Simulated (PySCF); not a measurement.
## Dipole moment and polarisability of (Br2Ga-mu-PH2)3

Species: (Br2Ga-mu-PH2)3.
Geometry (PBE0-D3(BJ)/def2-SVP, Å), atoms numbered from 1 in this order:
```xyz
18
Br6Ga3H6P3 angstrom
Ga     2.226   -0.275   -0.302
Br     2.230    1.970    0.293
Br     4.182   -1.410   -0.699
P      0.766   -0.286   -2.182
Ga    -1.484    0.469   -1.847
Br    -2.773   -1.427   -2.105
Br    -1.870    2.335   -3.139
P     -1.629    1.187    0.427
Ga    -0.859   -0.047    2.329
Br    -0.113    1.472    3.884
Br    -2.459   -1.576    2.961
P      1.034   -1.264    1.503
H      0.721   -1.553   -2.814
H      1.386    0.503   -3.179
H     -3.001    1.459    0.646
H     -1.077    2.488    0.502
H      1.968   -1.415    2.555
H      0.696   -2.614    1.243
```

Level: PBE0/def2-SVPD (PySCF), static field, nuclei fixed, core orbitals frozen in the response. The polarisability tensor in these axes (au):

```
x   316.22  -3.84  -0.01
y    -3.84 277.75  -5.13
z    -0.01  -5.13 315.41
```

Question: What are the eigenvalues, a third of the trace, and Δα (Δα² = ½Σ(αi − αj)² over the three pairs)?

Answer: Principal values 276.70, 315.79 and 316.90 au; mean 303.13 au = 44.92 Å³ = 49.98 × 10⁻⁴⁰ C²·m²/J; Δα = 39.65 au (13 % of the mean).

Question: What is the dipole moment, and where does it point?

Answer: (1.12, -1.41, -1.27) D, 2.21 D in size, pointing from the negative to the positive side. Measured along this direction, the outermost atoms are Br10 at the negative end and Br3 at the positive end.

Question: Find the Langevin capture rate constant for O2+ (31.990 u) meeting this molecule (779.255 u), k = 2.342 × 10⁻⁹ cm³/s × √(α in Å³ / reduced mass in u).

Answer: The reduced mass is 30.73 u, so k = 2.83 × 10⁻⁹ cm³/s. The formula leaves out the permanent dipole, which adds to the capture rate.

Question: Estimate the molar refractivity from the static electronic polarisability.

Answer: Lorentz–Lorenz: R = (4π/3)N_A α = 2.5225 cm³/(mol·Å³) × 44.92 Å³ = 113.3 cm³/mol, in the limit of long wavelengths.

Question: Along which axes do the principal values lie, and how far do the nuclei extend along each?

Answer: Largest value along (0.85, -0.15, 0.51), where the nuclei span 6.93 Å; middle along (-0.53, -0.06, 0.85), 7.36 Å; least along (0.10, 0.99, 0.13), 4.77 Å. The strongest response doesn't lie along the longest of the three spans.

Isolated species at its PBE0-D3(BJ)/def2-SVP geometry (one conformer only). The calculation is non-relativistic, for gallium and bromine too.
